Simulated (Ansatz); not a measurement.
Basis-set extrapolation for `CO[Si](O)(F)Cl` (PBE0-D4/def2-TZVP geometry, frozen core, Ansatz). Multiplicity 1, RHF reference.

```
                       def2-TZVPP    def2-QZVPP
                 HF  -1038.185076  -1038.221811
    MP2 correlation     -1.194524     -1.298957
CCSD(T) correlation     -1.271823       not run
```

Energies in hartree. Use E(X) = E(∞) + A·exp(−7.88·√X) for Hartree–Fock and E(X) = E(∞) + B·X^(−2.97) for correlation, with X = 3 and 4, and add CCSD(T) minus MP2 of the smaller set to the MP2 limit.

**Question.** What is the CCSD(T) energy at the basis-set limit?

**Answer.** HF limit: -1038.221811 + (-0.036735) × 0.13774 = -1038.22687. MP2 limit: -1.298957 + (-0.104433) × 0.74074 = -1.37631. Higher-order term: -1.271823 − (-1.194524) = -0.07730. Total: -1039.68048 hartree, 140.3 kcal/mol below CCSD(T)/def2-TZVPP.
